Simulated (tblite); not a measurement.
Input of a run (GFN2-xTB geometry optimisation, gas phase (tblite 0.8.0)), started from a force field or distance geometry:
```
{"job": {"kind": "relax", "xc": "GFN2-xTB", "basis": "xTB"}, "charge": 0, "multiplicity": 1}
C     -3.727800    -0.330900    -0.004700
C     -2.296700    -0.760900     0.243000
O     -1.805100    -1.597200    -0.725900
Si    -0.226000    -2.132600    -0.557500
C      1.001200    -0.797500    -0.574600
C      1.817300     0.091400    -0.624800
C      2.801300     1.142500    -0.665200
C      3.647100     2.014400    -0.683700
C      4.662000     3.024300    -0.711200
O      4.460800     4.194500    -0.285400
H     -4.419500    -1.118000     0.380600
H     -3.876400     0.619700     0.557600
H     -3.878100    -0.102900    -1.064700
H     -1.667500     0.172500     0.230800
H     -2.178200    -1.217800     1.253000
H      0.000600    -2.860000     0.733400
H      0.050600    -3.063800    -1.653100
H      5.625900     2.728600    -1.124200
```

Output (eV, eV/Å):
```
step      E/eV     max force
  0    -783.76707    3.725
  1    -783.96260    4.324
  2    -784.15896    1.147
  3    -784.18121    1.145
  4    -784.21437    0.450
  5    -784.24081    0.468
  6    -784.25296    0.453
  7    -784.25930    0.731
  8    -784.26902    0.220
  9    -784.27568    0.245
 10    -784.28481    0.288
 11    -784.29271    0.282
 12    -784.30349    0.277
 13    -784.31430    0.258
 14    -784.32519    0.306
 15    -784.33391    0.198
 16    -784.34004    0.192
 17    -784.34412    0.163
 18    -784.34779    0.203
 19    -784.35177    0.173
 20    -784.35610    0.189
 21    -784.36021    0.159
 22    -784.36344    0.159
 23    -784.36616    0.144
 24    -784.36898    0.137
 25    -784.37152    0.154
 26    -784.37327    0.108
 27    -784.37426    0.078
 28    -784.37499    0.066
 29    -784.37578    0.091
 30    -784.37652    0.076
 31    -784.37703    0.050
 32    -784.37737    0.043
 33    -784.37768    0.043
 34    -784.37802    0.050
 35    -784.37836    0.040
 36    -784.37868    0.053
 37    -784.37896    0.048
 38    -784.37918    0.035
 39    -784.37937    0.035
 40    -784.37954    0.041
 41    -784.37975    0.045
 42    -784.38001    0.042
 43    -784.38026    0.039
 44    -784.38041    0.026
 45    -784.38052    0.025
 46    -784.38063    0.029
 47    -784.38077    0.041
 48    -784.38091    0.039
 49    -784.38103    0.024
 50    -784.38112    0.024
 51    -784.38121    0.022
 52    -784.38130    0.024
 53    -784.38136    0.018
 54    -784.38142    0.019
 55    -784.38149    0.022
 56    -784.38162    0.033
 57    -784.38178    0.037
 58    -784.38191    0.024
 59    -784.38197    0.020
 60    -784.38202    0.021
 61    -784.38210    0.024
 62    -784.38221    0.029
 63    -784.38234    0.026
 64    -784.38244    0.031
 65    -784.38255    0.033
 66    -784.38267    0.032
 67    -784.38280    0.032
 68    -784.38291    0.019
 69    -784.38296    0.014
 70    -784.38299    0.017
 71    -784.38303    0.017
 72    -784.38310    0.018
 73    -784.38313    0.021
 74    -784.38317    0.016
 75    -784.38320    0.012
 76    -784.38323    0.010
 77    -784.38326    0.015
 78    -784.38328    0.017
 79    -784.38330    0.013
 80    -784.38331    0.006
```

**Question.** Summarise the run.

**Answer.** The energy falls by 59.5 kJ/mol over 80 L-BFGS steps, the largest force on an atom goes from 3.73 to 0.006 eV/Å, and the atoms move by 0.218 Å rms after alignment. The bond that changes most is C6–C7 (both ends alkyne carbon), which shortens by 0.089 Å. Bonds longer at the end by more than 0.005 Å: 5 of 17; shorter: 11. Among the angles that change most is C2–O3–Si4, from 117.5° to 131.3°. Among the dihedrals that turn most is H11–C1–C2–O3, from 84° to 60°. The energy never rose by more than 1e-5 eV on the way. The first step brought 32 % of the lowering.

**Question.** What are the final bond lengths?

**Answer.** C1–C2 1.521 Å, C2–O3 1.400 Å, O3–Si4 1.614 Å, Si4–C5 1.861 Å, C5≡C6 1.216 Å, C6–C7 1.352 Å, C7≡C8 1.216 Å, C8–C9 1.418 Å, C9=O10 1.205 Å, C1–H11 1.087 Å, C1–H12 1.086 Å, C1–H13 1.087 Å, C2–H14 1.097 Å, C2–H15 1.097 Å, Si4–H16 1.468 Å, Si4–H17 1.453 Å, C9–H18 1.111 Å. Numbering counts from 1 in the input's order; the species is `CCO[SiH2]C#CC#CC=O`.

Its GFN2-xTB frequencies are all real (lowest 16 cm⁻¹). One conformer, not necessarily the lowest.

All values are computed, not measured.
